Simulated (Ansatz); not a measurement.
Consider the formal exchange of groups at the Si–O bond: `O[SiH](F)S[SiH2]Cl` + ethylene → `C=C[SiH](F)S[SiH2]Cl` + H₂O.

Gas-phase electronic energies from Ansatz, PBE0-D4/def2-TZVP geometries. CBS: MP2 limit from def2 TZ/QZ plus the TZ coupled-cluster correction, frozen cores. This one scheme is used for every species. DFT in def2-TZVPP. B3LYP here is the variant with VWN-RPA as its local correlation; programs differ in this. One conformer a species, not always the lowest.

```
             level  ΔE (kJ/mol)  difference from CCSD(T)/CBS
           ωB97M-V        102.1                          3.9
            B2PLYP        108.3                         10.1
            r2SCAN        104.8                          6.6
             B3LYP        111.7                         13.5
     HF/def2-TZVPP        124.0                         25.8
    MP2/def2-TZVPP         98.4                          0.2
SCS-MP2/def2-TZVPP        103.4                          5.2
   CCSD/def2-TZVPP        104.3                          6.1
     HF/def2-QZVPP        124.8                         26.6
    CCSD/CBS(def2)        102.0                          3.8
       CCSD(T)/CBS         98.2                            0
```

Largest T1 diagnostic among the species: 0.011.

In def2-TZVPP, CCSD(T) changes the Hartree–Fock value by −23.4 kJ/mol (the triples alone add −3.7 kJ/mol) and MP2 by −25.6 kJ/mol. The D4 term adds −11.0 kJ/mol with B3LYP and −6.8 kJ/mol with PBE0; it sums over pairs of atoms, weighted by their polarisabilities, and B3LYP, whose exchange is more repulsive, gets the larger term.
